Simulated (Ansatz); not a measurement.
Species: C3, charge 0, multiplicity 1. 
Structure (B3LYP-D3(BJ)/def2-TZVP (Ansatz, a quantum-chemistry and plane-wave program) minimum search):
SMILES: [C]=C=[C]
```xyz
3

C      0.0000     0.0000    -1.2873
C      0.0000     0.0000     0.0000
C      0.0000     0.0000     1.2873
```

Quantity: atomisation energy (electronic, to ground-state atoms), in eV. Cores are frozen in the correlated levels unless marked. UHF or UKS for open shells. No spin-orbit coupling. No relativistic terms. The coupled-cluster limit lacks core correlation, which all-electron functionals hold. CBS(X,Y): correlation extrapolated as X^-3; Hartree-Fock from the larger set.

```
level         program  atomisation energy (eV)
------------  -------  -----------------------
HF/cc-pwCVTZ   Ansatz                     8.60
```

Question: Predict the CCSD(T)/CBS(aug-cc-pVTZ,aug-cc-pVQZ) result (Ansatz).

Answer: 13.82 eV
